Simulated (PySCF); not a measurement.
C6H5O, SMILES Oc1cc[c]cc1, multiplicity 2. Coordinates come from a PBE0-D3(BJ)/def2-SVP optimisation. The isomer is the one that the SMILES or the coordinates give; other isomers of the formula were not compared. Other conformers were not sampled.

Q: Give the equilibrium geometry at PBE0-D3(BJ)/def2-SVP (PySCF confirms it by a frequency run) as Cartesian coordinates in Å, and its point group. (Estimate from the structure and the level; the computed values follow.)

A: This is not unique; one that fits is point group Cs.
```xyz
12

O      0.1201    -2.2253     0.0000
C      0.0298    -0.8771     0.0000
C      1.2271    -0.1496     0.0000
C      1.1977     1.2470     0.0000
C     -0.0387     1.8560     0.0000
C     -1.2427     1.1913     0.0000
C     -1.2004    -0.2086     0.0000
H     -0.7654    -2.6032     0.0000
H      2.1718    -0.6978     0.0000
H      2.1296     1.8188     0.0000
H     -2.2023     1.7151     0.0000
H     -2.1321    -0.7844     0.0000
```
Charge 0, spin multiplicity 2.
